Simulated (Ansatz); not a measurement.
`CC[Si]O[SiH3]` + HBr → `[SiH3]O[Si]Br` + `CC` at 700 K and 1 bar (ligand exchange at the Si–C bond).

Gas-phase electronic energies from Ansatz, PBE0-D4/def2-TZVP geometries. CBS: MP2 limit from def2 TZ/QZ plus the TZ coupled-cluster correction, frozen cores. This one scheme is used for every species. For Br outer-core shells are correlated without core-valence functions, which leaves a few kJ/mol of doubt a bond. Scalar relativity is left out up to krypton. Each species was taken in one conformer, which may not be the lowest.

```csv
species,CCSD(T)/CBS energy (Eh),H − E (kJ/mol),S (J/(mol·K))
`CC[Si]O[SiH3]`,-734.29002,340.3,521.4
HBr,-2573.91920,36.5,223.7
`[SiH3]O[Si]Br`,-3228.55316,145.1,444.5
`CC`,-79.71954,238.1,289.3
```

H − E and S are ideal-gas, rigid-rotor, harmonic terms from PBE0-D4/def2-TZVP, for one conformer and one mirror image of each species. 1 Eh = 2625.50 kJ/mol, R = 8.31446 J/(mol·K).

Task: By hand: ΔE, ΔH, ΔS and ΔG.

Result: ΔE = (-3228.55316) + (-79.71954) − (-734.29002) − (-2573.91920) = -0.06348 Eh = -166.7 kJ/mol. Δ(H − E) = 145.1 + 238.1 − 340.3 − 36.5 = 6.4, so ΔH = -160.3 kJ/mol. ΔS = 444.5 + 289.3 − 521.4 − 223.7 = -11.3 J/(mol·K). ΔG = -160.3 − 700 × (-11.3)/1000 = -152.4 kJ/mol.

Task: By hand: the equilibrium constant, and the temperature at which ΔG would vanish if ΔH and ΔS stayed fixed.

Result: log₁₀ K = −ΔG/(RT ln 10) = 11.4. ΔG = 0 at ΔH/ΔS = 14186 K, far beyond where these terms or the molecules hold.

The number of gas molecules stays the same, so ΔS is small and ΔH decides. A doubt of 5 kJ/mol in ΔE shifts log₁₀ K by 0.4 here. Other conformers and mirror images would add mixing entropy, several J/(mol·K) or more a flexible species. Modes under 60 cm⁻¹, often nearly free rotors, make the harmonic entropy too high. These are equilibria of isolated gas molecules and say nothing of rates. Largest T1 diagnostic: 0.013 (customary marks: 0.02 for closed shells, 0.045 for open ones).
